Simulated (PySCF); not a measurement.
B3LYP has the VWN-RPA correlation part, as in Gaussian. Delta-SCF ions had no search for a lower state. Excitations are Tamm–Dancoff values on a coarser integration grid. The basis has no diffuse functions, so Rydberg states are missing or too high.

C$_{4}$H$_{6}$O, SMILES `C/C=C/C=O` (C–C–C–O torsion 0°) (charge 0, multiplicity 1)

All values below come from B3LYP-D3(BJ)/def2-TZVP in PySCF.

```json
{
 "HOMO": "-7.11 eV",
 "dipole_moment": "3.30 D",
 "HOMO–LUMO gap": "5.12 eV",
 "LUMO": "-1.99 eV",
 "S1 excitation (TDA)": "3.55 eV",
 "S1 oscillator strength": "0.000",
 "brightest of the four lowest singlets (TDA)": "5.96 eV",
 "T1 excitation (TDA)": "3.06 eV",
 "S1–T1 gap (TDA)": "0.49 eV",
 "vertical ionisation energy (Delta-SCF)": "9.60 eV",
 "total_energy": "-231.3407 Ha",
 "cost": "around 3 core-minutes (rough)"
}
```

```xyz
11

C     -1.6789    -0.4199    -0.4819
C     -0.2772    -0.4058     0.0153
C      0.6229     0.5500    -0.2276
C      1.9958     0.4872     0.3049
O      2.4358    -0.4058     0.9938
H     -1.9090     0.4576    -1.0860
H     -1.8629    -1.3163    -1.0817
H     -2.3814    -0.4626     0.3558
H      0.0421    -1.2442     0.6284
H      0.3706     1.4153    -0.8325
H      2.6423     1.3447     0.0284
```
Charge 0, spin multiplicity 1.
